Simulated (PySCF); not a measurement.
Ionisation energies (eV) were calculated with PySCF 2.14 by UHF, LDA, PBE0, in another order, as differences of total energies without spin-orbit coupling. The measured values are between term centres (NIST).

```csv
species,measured,A,B,C
"V (x2c-TZVPall, spin-free X2C)",6.732,6.355,6.490,6.140
"Cr (x2c-TZVPall, spin-free X2C)",6.767,7.065,7.619,6.016
"Ge (x2c-TZVPall, spin-free X2C)",7.925,7.920,8.007,7.414
"Kr (x2c-TZVPall, spin-free X2C)",14.222,14.080,14.338,13.057
"Zr (x2c-TZVPall, spin-free X2C)",6.639,6.285,6.727,5.187
"Tc (x2c-TZVPall, spin-free X2C)",7.119,6.719,7.321,5.539
"Ru (x2c-TZVPall, spin-free X2C)",7.365,7.460,8.027,6.297
"Sn⁺ (x2c-TZVPall, spin-free X2C)",14.282,14.240,14.389,13.717
```

Problem. Which column is which method?

Solution. A is PBE0 (mean error -0.12 eV); B is LDA (mean error 0.23 eV); C is UHF (mean error -0.96 eV). PBE0, with a quarter of exact exchange, lies close to experiment on average. LDA overbinds the outer electron and comes out highest. Hartree-Fock lacks the correlation of the electron removed and comes out lowest.
